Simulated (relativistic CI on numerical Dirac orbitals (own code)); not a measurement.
Line list: Electric-dipole lines, N⁺

Calculated at this level of theory: Dirac-Coulomb-Breit CI, KLI orbitals optimised for each configuration, QED by a radiative potential, valence Slater integrals scaled by 0.85, configuration energies shifted to the measured levels that pair with them (semi-empirical) (own radial code, finite nucleus).

CI space (outside the closed core 1s2): 2s2.2p2, 2s.2p3, 2s2.2p.3s, 2s2.2p.3p, 2s2.2p.3d, 2p4, 2s2.2p.4s, 2s2.2p.4p, 2s2.2p.4d, 2s2.2p.4f, 2s2.3s2, 2s2.3s.3p, 2s.2p2.3s, 2s2.3s.3d, 2s2.3p2, 2p3.3s, 2s2.3p.3d, 2s.2p2.3p. Levels of other configurations are missing.

```tsv
λ vac (nm)	Lower	Upper	A (s⁻¹)	gf	Branching (%)
53.050	2s2.2p2 3P_2 [3]	2s2.2p.3d 3P°_2 [37]	2.12e+09	4.46e-01	77.6
53.351	2s2.2p2 3P_0 [1]	2s2.2p.3d 3D°_1 [34]	2.67e+09	3.41e-01	57.0
53.358	2s2.2p2 3P_1 [2]	2s2.2p.3d 3D°_2 [35]	3.52e+09	7.50e-01	75.8
53.371	2s2.2p2 3P_2 [3]	2s2.2p.3d 3D°_3 [36]	4.56e+09	1.36e+00	98.0
57.386	2s2.2p2 1D_2 [4]	2s2.2p.3d 1F°_3 [40]	4.65e+09	1.61e+00	98.5
58.156	2s2.2p2 1D_2 [4]	2s2.2p.3d 1D°_2 [33]	3.18e+09	8.05e-01	94.0
61.280	2s2.2p2 1S_0 [5]	2s2.2p.3d 1P°_1 [41]	3.81e+09	6.44e-01	94.2
67.142	2s2.2p2 3P_2 [3]	2s2.2p.3s 3P°_2 [16]	9.15e+08	3.09e-01	75.0
73.922	2s2.2p2 1D_2 [4]	2s2.2p.3s 1P°_1 [17]	4.26e+09	1.05e+00	97.4
455.64	2s2.2p.3p 1P_1 [20]	2s2.2p.3d 1D°_2 [33]	1.11e+08	1.74e+00	3.3
466.46	2s2.2p.3s 3P°_2 [16]	2s2.2p.3p 3P_2 [27]	7.80e+07	1.27e+00	35.8
509.59	2s2.2p.3p 3S_1 [24]	2s2.2p.3d 3P°_1 [38]	7.04e+07	8.22e-01	2.6
510.32	2s2.2p.3p 3D_1 [21]	2s2.2p.3d 3F°_2 [30]	1.01e+08	1.97e+00	68.1
510.38	2s2.2p.3p 3D_2 [22]	2s2.2p.3d 3F°_3 [31]	1.08e+08	2.96e+00	77.7
510.79	2s2.2p.3p 3D_3 [23]	2s2.2p.3d 3F°_4 [32]	1.19e+08	4.19e+00	100.0
510.97	2s2.2p.3p 3S_1 [24]	2s2.2p.3d 3P°_2 [37]	7.44e+07	1.46e+00	2.7
554.18	2s2.2p.3s 3P°_1 [15]	2s2.2p.3p 3D_2 [22]	4.24e+07	9.76e-01	52.5
554.66	2s2.2p.3s 3P°_2 [16]	2s2.2p.3p 3D_3 [23]	5.56e+07	1.79e+00	68.7
587.58	2s2.2p.3p 3P_1 [26]	2s2.2p.3d 3D°_2 [35]	4.62e+07	1.20e+00	1.0
588.60	2s2.2p.3p 3P_2 [27]	2s2.2p.3d 3D°_3 [36]	6.02e+07	2.19e+00	1.3
```

Terms are leading LS components. Brackets give the number of a level in order of energy, since labels repeat. The list gives strong lines, with weight on those to low levels, without configurations that were not tied to measured data, without lines whose two gauges differ by over a factor of 2.5, among the lowest 104 of 178 levels, so that lines to higher ones, which can be the strongest, are missing, and without lines across small gaps between configurations, and without 7 lines that miss the measured interval by over 3.5 %, start from a term whose rates miss tabulated ones by over 60 %, have gauges far apart or, lacking measured levels, span too small a gap for the errors found; lines with a level outside our table were not tested and can miss by more. Levels whose partners in the same complex of configurations lie outside the list can be far off, and so can their lines. Rates are taken at the computed energies, electric ones in the length gauge.

Configurations whose levels could be paired with our table of measured levels were shifted onto them, all but the ground configuration, by the median error of their levels; single terms can still be off by 1,000 to 2,000 cm⁻¹ or more, and rates follow the energies as ν³ (E1, M1) or ν⁵ (E2). The others borrow a shift and can be off by several thousand cm⁻¹ or more. The fine structure of a lone outer electron comes out too small, for d and f at times inverted, and misplaced configurations move strength between like terms. 29 of the 39 excited levels that our extract of the measured tables holds in this range could be paired (the sources list more); they are missed by 385 cm⁻¹ on average and 5052 at most, after the shifts were fitted to these levels, and levels without a partner can miss by more.
